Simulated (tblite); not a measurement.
Species: C5H7N2O2 (charge -1).
Structure used (GFN2-xTB), in Å, numbered top down from 1:
```xyz
16
C5H7N2O2 angstrom
C     -1.4945   -1.8375   -0.3673
O     -1.0288   -1.5429    0.9172
C     -0.5516   -0.2227    1.0265
C     -0.9246    0.7461    1.9572
N     -0.2387    1.8696    1.7520
N      0.5740    1.6873    0.6961
C      0.4031    0.4447    0.2551
O      1.0880   -0.0753   -0.8456
C      1.9889    0.8384   -1.3975
H     -2.3901   -1.2467   -0.6182
H     -1.7534   -2.9004   -0.3813
H     -0.7278   -1.6401   -1.1255
H     -1.6369    0.6634    2.7629
H      2.7376    1.1478   -0.6595
H      1.4719    1.7407   -1.7448
H      2.4753    0.3364   -2.2385
```

Calculated harmonic vibrations of the isolated species, GFN2-xTB (tblite), most abundant isotopes, no scaling. Errors from tens to a few hundred cm⁻¹ against measured bands are possible. One conformer, not necessarily the lowest.

Harmonic wavenumbers (cm⁻¹): 57.2, 76.6, 119.9, 152.9, 164.2, 221.8, 287.7, 323.0, 428.4, 509.0, 602.0, 633.8, 655.0, 728.2, 793.0, 924.1, 1034.2, 1061.9, 1089.7, 1124.1, 1141.1, 1142.2, 1170.3, 1188.0, 1217.0, 1369.7, 1386.7, 1394.1, 1407.9, 1454.3, 1471.6, 1481.4, 1503.6, 1504.5, 1547.1, 2837.6, 2896.0, 2921.9, 2928.3, 2949.1, 2953.3, 3063.3.

A = 2179, B = 1704, C = 999.1 MHz; mass 127.051 u (most abundant isotopes); point group C1, symmetry number 1.

Task: Zero-point energy?

Result: Half the sum of the wavenumbers: 25958 cm⁻¹ = 310.53 kJ/mol.

Task: Give the ideal-gas entropy at 273.15 K and 1 bar in the rigid-rotor, harmonic-oscillator model (classical rotation).

Result: Translation 167.46, rotation 119.62, vibration 97.61: S = 384.7 J/(mol K).

Task: And Cp and H(273.15 K) − H(0)?

Result: Cp = 131.32 J/(mol K), of which vibrations give 98.06 (their classical limit is 42 R = 349.2); H(273.15 K) − H(0) = 23.17 kJ/mol without the zero-point energy, 14.09 from vibrations.

Task: What must be added to the electronic energy to get the Gibbs energy at 273.15 K and 1 bar?

Result: ZPE + [H(273.15 K) − H(0)] − T·S = 310.53 + 23.17 − 105.08 = 228.62 kJ/mol.

Task: How do the functions run with temperature in this model?

Result: 
| T (K) | S (J/(mol K)) | Cp (J/(mol K)) | H − H(0) (kJ/mol) | G − H(0) (kJ/mol) | ln q(vib) |
| --- | --- | --- | --- | --- | --- |
| 50 | 241.2 | 53.4 | 2.03 | -10.03 | 0.39 |
| 100 | 285.4 | 75.3 | 5.29 | -23.26 | 1.47 |
| 298.15 | 396.6 | 139.8 | 26.56 | -91.67 | 6.10 |
| 373.15 | 430.7 | 165.4 | 38.02 | -122.70 | 7.77 |
| 500 | 484.8 | 204.6 | 61.56 | -180.81 | 10.55 |
| 750 | 579.1 | 260.3 | 120.23 | -314.12 | 15.81 |
| 1000 | 659.2 | 295.4 | 190.00 | -469.18 | 20.71 |

q(vib) and H(0) count from the zero-point level.

Task: Which modes carry the vibrational entropy at 273.15 K?

Result: 57.2 cm⁻¹: 18.32; 76.6 cm⁻¹: 15.92; 119.9 cm⁻¹: 12.27; 152.9 cm⁻¹: 10.34; 164.2 cm⁻¹: 9.78; 221.8 cm⁻¹: 7.48 J/(mol K); the other 36 give 23.52 together.

Task: Blend soft modes into free rotors: weight 1/[1 + (100 cm⁻¹/ν̃)⁴] for the oscillator and the rest for a rotor with moment μB/(μ + B), μ = h/(8π²ν), B = 10⁻⁴⁴ kg m². What vibrational entropy results?

Result: 90.73 J/(mol K) in place of 97.61, which changes −T·S at 273.15 K by +1.88 kJ/mol.

Hindered rotation and anharmonicity are outside this model. Other conformers, if any are populated, would add a mixing term that is left out. The structure is chiral; the term R ln 2 for an equal mix with its mirror image is left out.
